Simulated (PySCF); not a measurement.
```xyz
3
charge 0 multiplicity 1, angstrom
Y    -0.8401    0.0000   -0.6805
O    -2.4119    0.0000    0.1838
Br    1.4273    0.0000    0.7220
```

Level of theory: PySCF, PBE0, basis Y def2-TZVP with ECP28, O def2-TZVP, Br def2-TZVP (scalar-relativistic core potentials, no spin–orbit coupling, density fitting).

This geometry of YOBr is a stationary point at this level.

Problem. What is the point group?

Solution. Cs.

Problem. Is it a minimum?

Solution. Yes: all harmonic wavenumbers are real.

Problem. What are the dipole moment and the gap between the highest occupied and lowest empty levels?

Solution. 7.35 D and 4.55 eV.

Problem. Give the atomic charges and bond orders.

Solution. 
| atom | Mulliken | Löwdin | polar tensor | Mayer order to Y1 |
| --- | --- | --- | --- | --- |
| Y1 | 1.15 | 0.42 | 1.83 | – |
| O2 | -0.64 | -0.35 | -1.13 | 2.10 |
| Br3 | -0.52 | -0.07 | -0.70 | 0.86 |

Problem. Give the ideal-gas entropy at 298.15 K and 1 bar by parts.

Solution. translation 173.9, rotation 112.0, vibration 21.9, spin 0.0; total 307.7 J/(mol K).

Other isomers or separated fragments may lie lower.
